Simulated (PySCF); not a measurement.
A structure optimised at PBE-D3(BJ)/def2-SVP, used in a PySCF frequency run:

```
Si
O 1 1.6934
H 2 0.9730 1 114.45
C 1 1.8874 2 111.57 3 74.12
H 4 1.1085 1 110.82 2 55.81
H 4 1.1098 5 108.14 1 -121.94
H 4 1.1105 5 108.00 6 -116.13
C 1 1.8900 2 110.51 3 -48.53
H 8 1.1087 1 111.11 2 -56.42
H 8 1.1095 9 108.04 1 121.69
H 8 1.1113 9 108.10 10 116.03
P 1 2.2774 2 103.03 3 -170.32
H 12 1.4420 1 93.27 2 80.12
H 12 1.4437 13 92.49 1 -91.72
```
Charge 0, spin multiplicity 1.

### Question
Write its SMILES and formula.

### Answer
C[Si](C)(O)P, C2H9OPSi

### Question
What are its rotational constants (standard atomic weights)?

### Answer
3.2183, 2.0322, 1.9796 GHz
